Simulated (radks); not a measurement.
Problem. The table gives one normalised radial function P(r) = r R(r) of Pd2+ in [Kr] 4d8 (r in bohr). Method: scalar-relativistic Kohn-Sham, r2SCAN, spin-polarised, spherical densities, finite nucleus; open shells are filled with parallel spins first (spin-orbit coupling, left out, can overturn this in heavy ions); meta-GGA in the generalised Kohn-Sham scheme; Fermi nuclear charge, rms radius 4.5318 fm; computed with a radial shooting solver on a logarithmic mesh with Libxc functionals.

r	P
0.001257	0.0010
0.001664	0.0017
0.002219	0.0029
0.002936	0.0047
0.003916	0.0079
0.005223	0.0132
0.00691	0.0215
0.009217	0.0353
0.01219	0.0564
0.01627	0.0893
0.02152	0.1355
0.0287	0.1995
0.03798	0.2744
0.05065	0.3501
0.06756	0.3918
0.08939	0.3522
0.1192	0.1810
0.1578	-0.1132
0.2104	-0.4471
0.2784	-0.6028
0.3713	-0.3918
0.4913	0.1641
0.6553	0.8057
0.874	1.1204
1.156	0.9737
1.542	0.5786
2.041	0.2417
2.722	0.0632
3.601	0.0100
4.803	0.0007
6.355	0.0000
8.476	0.0000

Which n and l does it have? It may be an empty orbital.

Solution. n = 4, l = 1: the number of nodes gives n - l - 1 = 2, the rise at small r (about r^(l+1), flatter next to the nucleus through relativity) gives l, and the extent must fit the shell. The curve is that of 4p down; the table hardly tells the two spins apart. 4p down: eigenvalue -76.650 eV, 2 radial nodes at r = 0.143, 0.457 bohr, <r> = 1.04 bohr, 90 % of the charge inside 1.53 bohr.
